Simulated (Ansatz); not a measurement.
input.yaml

```yaml
crystal:
  periodic: [false, false, false]
  atoms:
    - { symbol: Ti, position_ang: [-0.032002, 0.017391, -0.013573] }
    - { symbol: F, position_ang: [-0.000553, 0.014755, 1.72152] }
    - { symbol: F, position_ang: [1.523145, 0.118466, -0.651908] }
    - { symbol: Cl, position_ang: [-1.013416, 1.831358, -0.725614] }
    - { symbol: F, position_ang: [-0.725036, -1.555808, -0.51093] }
basis:
  gaussian: { orbitals: def2-SVP }
hamiltonian:
  xc: pbe
md:
  timestep: 2.0
  n_steps: 150
  ensemble: nve
  temperature: 700.0
  initial_velocities: maxwell_boltzmann
  seed: 885916
```

Run as:

```bash
$ ansatz run input.yaml --threads 1 --pin off --max-ram 2048MiB --backend cpu --events-out ev --progress --plain --runs-dir out
```

Hardware: 1 thread of Arm Neoverse V1, on a shared host.

Roughly how long does this run take, and how much memory?

8.9 min, with a peak of 0.13 GiB, for 151 ionic steps.
